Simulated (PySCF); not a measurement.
## MCl for M along the fifth-period p block

PBE0 with triple-zeta basis sets in PySCF, for the lowest determinant that a PBE0 search found; no spin–orbit coupling. De refers to high-spin ground-configuration atoms. A positive dipole means M(−)Cl(+).

```
 M       basis  state (unpaired electrons)  Re (Å)  ωe (cm⁻¹)  De (eV)  μ (D)
In  def2-TZVPP      singlet (closed shell)   2.414        313     4.58  -3.47
Sn  def2-TZVPP               doublet (π ↑)   2.368        350     3.95  -2.61
Sb  def2-TZVPP              triplet (π ↑↑)   2.338        375     3.20  -2.09
Te  def2-TZVPP               doublet (π ↑)   2.311        395     2.80  -1.44
 I  def2-TZVPP      singlet (closed shell)   2.312        401     2.40  -1.13
```

**Question.** By what factor does the well depth vary along the series?

**Answer.** At PBE0 it runs from 2.40 eV (ICl) to 4.58 eV (InCl), a factor of 1.91.

The state changes along the series, so neighbouring rows are not always alike in their bonding.

These are scalar-relativistic numbers at best; spin–orbit coupling would shift them, the dissociation energy most. States were picked by a PBE0 search and need not be the measured ground states.
